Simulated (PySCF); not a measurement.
BCl₂, SMILES Cl[B+]Cl, charge +1. Atoms are numbered in the order given.

```xyz
3

B      0.0000     0.0000     0.0000
Cl     0.0000     0.0000    -1.6135
Cl     0.0000     0.0000     1.6135
```
Charge +1, spin multiplicity 1.

Geometry: B3LYP-D3(BJ)/def2-TZVP.

Method: TDA-PBE/def2-TZVPD run with PySCF 2.14.0.

Vertical excitations; the highest root listed may be one member of a degenerate set. Gas-phase values at a fixed geometry. State labels are in the subgroup D2h.

| state | symmetry | energy (eV) | λ (nm) | f | main pairs |
|---|---|---|---|---|---|
| S1 | Au | 6.33 | 196 | 0.000 | HOMO−1→LUMO 50 %, HOMO→LUMO+1 50 % |
| S2 | Au | 6.51 | 190 | 0.000 | HOMO→LUMO+1, HOMO−1→LUMO (degenerate set) |
| S3 | B1u | 6.51 | 190 | 0.000 | HOMO→LUMO, HOMO−1→LUMO+1 (degenerate set) |
| S4 | B1g | 7.63 | 162 | 0.000 | HOMO−2→LUMO 50 %, HOMO−3→LUMO+1 50 % |
| S5 | Ag | 7.75 | 160 | 0.000 | HOMO−3→LUMO, HOMO−2→LUMO+1 (degenerate set) |
| S6 | B1g | 7.75 | 160 | 0.000 | HOMO−3→LUMO+1, HOMO−2→LUMO (degenerate set) |
| S7 | B3g | 8.61 | 144 | 0.000 | HOMO→LUMO+2 (degenerate set) |
| S8 | B2g | 8.61 | 144 | 0.000 | HOMO−1→LUMO+2 (degenerate set) |
| S9 | B1u | 8.98 | 138 | 0.904 | HOMO−1→LUMO+1 40 %, HOMO→LUMO 40 %, HOMO−4→LUMO+2 15 % |
| S10 | B3g | 9.79 | 127 | 0.000 | HOMO−4→LUMO 97 % |
| T1 | B1u | 5.80 | 214 | 0 | HOMO→LUMO 50 %, HOMO−1→LUMO+1 50 % |
| T2 | Au | 6.00 | 207 | 0 | HOMO−1→LUMO, HOMO→LUMO+1 (degenerate set) |
| T3 | B1u | 6.00 | 207 | 0 | HOMO−1→LUMO+1, HOMO→LUMO (degenerate set) |
| T4 | Au | 6.33 | 196 | 0 | HOMO→LUMO+1 50 %, HOMO−1→LUMO 50 % |
Triplets are in the Tamm–Dancoff approximation.
